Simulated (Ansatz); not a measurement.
Isolated molecules relaxed with PBE0-D4/def2-TZVP in Ansatz; ΔE leaves out vibrations. CCSD(T)/CBS adds triple-zeta CCSD(T) − MP2 to the extrapolated MP2 energy (def2 sets, frozen cores). This one scheme is used for every species. DFT in def2-TZVPP. B3LYP here is the variant with VWN-RPA as its local correlation; programs differ in this. One conformer a species, not always the lowest.

`[SiH3]N[SiH2]O[SiH3]` + `NC=O` → `O=CN[SiH3]` + `N[SiH2]O[SiH3]`  (ligand exchange at the Si–N bond)

```
             level  ΔE (kJ/mol)  difference from CCSD(T)/CBS
           PBE0-D4          8.1                          4.5
          B3LYP-D4          8.0                          4.4
           ωB97X-V          5.2                          1.6
           ωB97M-V          5.0                          1.4
            B2PLYP          2.4                         -1.2
               PBE          3.4                         -0.2
              PBE0          4.3                          0.7
     HF/def2-TZVPP          2.7                         -0.9
SCS-MP2/def2-TZVPP          3.0                         -0.6
   CCSD/def2-TZVPP          3.2                         -0.4
CCSD(T)/def2-TZVPP          3.3                         -0.3
     HF/def2-QZVPP          2.7                         -0.9
    MP2/def2-QZVPP          3.9                          0.3
SCS-MP2/def2-QZVPP          3.2                         -0.4
      HF/CBS(def2)          2.7                         -0.9
    CCSD/CBS(def2)          3.6                          0.0
       CCSD(T)/CBS          3.6                            0
```

Largest T1 diagnostic among the species: 0.016.

The D4 term adds +6.1 kJ/mol with B3LYP and +3.8 kJ/mol with PBE0; it sums over pairs of atoms, weighted by their polarisabilities, and B3LYP, whose exchange is more repulsive, gets the larger term.
